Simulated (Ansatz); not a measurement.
`C[SiH2][SiH2]Br` + silanol → `[SiH3]O[SiH2]Br` + `C[SiH3]`  (cleavage of the Si–Si bond)

Computed with Ansatz on PBE0-D4/def2-TZVP structures; ΔE is electronic, products minus reactants. CCSD(T)/CBS adds triple-zeta CCSD(T) − MP2 to the extrapolated MP2 energy (def2 sets, frozen cores). This one scheme is used for every species. DFT in def2-TZVPP. For Br outer-core shells are correlated without core-valence functions, which leaves a few kJ/mol of doubt a bond. Scalar relativity is left out up to krypton. One conformer a species, not always the lowest.

`C[SiH2][SiH2]Br`:

Cartesian coordinates in Å:
```
C 0.219 0.349 -1.667
Si 0.543 -0.733 -0.174
Si -0.681 0.034 1.665
Br -0.177 2.196 1.953
H -0.833 0.306 -1.957
H 0.822 0.023 -2.518
H 0.469 1.388 -1.445
H 1.984 -0.710 0.202
H 0.157 -2.148 -0.440
H -2.150 -0.038 1.449
H -0.353 -0.668 2.931
```

`O[SiH3]`:

Cartesian coordinates in Å:
```
O 0.326 -1.159 -0.440
Si 0.058 0.335 0.201
H -0.367 -1.546 -0.976
H -0.171 1.356 -0.858
H 1.279 0.672 0.968
H -1.125 0.341 1.105
```

`[SiH3]O[SiH2]Br`:

Cartesian coordinates in Å:
```
Si 0.981 -0.874 -0.868
O -0.329 -0.505 0.056
Si -1.064 0.641 0.932
Br -0.547 2.655 0.149
H 2.227 -0.634 -0.099
H 0.985 -0.041 -2.096
H 0.877 -2.308 -1.226
H -2.526 0.474 0.817
H -0.605 0.592 2.336
```

`C[SiH3]`:

Cartesian coordinates in Å:
```
C -0.599 -0.316 0.718
Si 0.536 0.283 -0.643
H -1.206 -1.157 0.374
H -1.273 0.480 1.040
H -0.024 -0.645 1.586
H 1.452 -0.805 -1.081
H 1.364 1.427 -0.171
H -0.250 0.733 -1.823
```

```json
{"species": "`C[SiH2][SiH2]Br`", "ωB97X-V energy (Eh)": "-3195.20786"}
{"species": "`O[SiH3]`", "ωB97X-V energy (Eh)": "-367.12562"}
{"species": "`[SiH3]O[SiH2]Br`", "ωB97X-V energy (Eh)": "-3231.20432"}
{"species": "`C[SiH3]`", "ωB97X-V energy (Eh)": "-331.17281"}
```

(1) Work out ΔE.

Largest T1 diagnostic among the species: 0.011.

## Answers

(1) ΔE = (-3231.20432) + (-331.17281) − (-3195.20786) − (-367.12562) = -0.04365 Eh = -1.19 eV. CCSD(T)/CBS gives -1.21 eV.

In def2-TZVPP, CCSD(T) changes the Hartree–Fock value by +0.27 eV (the triples alone add +0.04 eV) and MP2 by +0.21 eV. From PBE to PBE0 (25 % exact exchange), in def2-TZVPP and without D4, ΔE moves by −0.08 eV.
